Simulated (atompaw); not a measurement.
## Reading a pseudo-wave (manganese (Mn))

Columns: radius, all-electron u(r) and pseudo u(r) of the 4p shell (level -1.77 eV) of manganese in the configuration [Ar] 3d5 4s1.5 4p0.5; PBE, scalar-relativistic, PAW (atompaw) scheme, atompaw 4.2.0.5.

```tsv
r (bohr)	all-electron	pseudo
0.115	0.1008	0.0021
0.231	0.0679	0.0086
0.346	-0.0388	0.0191
0.462	-0.1296	0.0336
0.577	-0.1763	0.0515
0.692	-0.1818	0.0724
0.808	-0.1569	0.0961
0.923	-0.1134	0.1217
1.038	-0.0599	0.1489
1.154	-0.0018	0.1772
1.269	0.0560	0.2058
1.385	0.1122	0.2347
1.500	0.1644	0.2628
1.615	0.2126	0.2901
1.731	0.2567	0.3165
1.846	0.2961	0.3413
1.962	0.3314	0.3646
2.077	0.3624	0.3860
2.192	0.3895	0.4056
2.308	0.4131	0.4234
2.423	0.4332	0.4393
2.538	0.4501	0.4534
2.654	0.4642	0.4656
2.769	0.4755	0.4759
2.885	0.4843	0.4844
3.000	0.4908	0.4908
```

(1) How many radial nodes do the two functions have?

(2) Is the pseudo-wave norm-conserving?

Results:

(1) The all-electron 4p function has n − l − 1 = 2; the pseudo-wave has 0, since the states of the same l below it are removed with the core.

(2) No, it belongs to a PAW set: the norm inside the radius is not constrained, and the difference is carried by the augmentation charge.
